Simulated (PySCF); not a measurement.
HgBr, SMILES [Br][Hg] (connectivity only; charge and spin as stated), neutral, multiplicity 2.

Geometry: B3LYP-D3(BJ)/def2-TZVP. The spin state was assumed, not searched. The def2 effective core potentials stand for the cores of Hg; spin–orbit coupling is left out.

These are ωB97X/def2-TZVPD (PySCF) values and carry that method's errors.

Computed frontier levels, dipole moment and polarisability:
The α spin, highest occupied and lowest empty level is -9.14 and 0.67 eV and the β spin, highest occupied and lowest empty level is -10.28 and -2.88 eV. The dipole moment is 3.07 D and the mean static polarisability comes out as 65.8 bohr³ (9.74 Å³). The polarisability, principal values comes out as 49.5, 49.5, 98.3 bohr³ and the ⟨S²⟩ comes out as 0.761 (pure state 0.75).
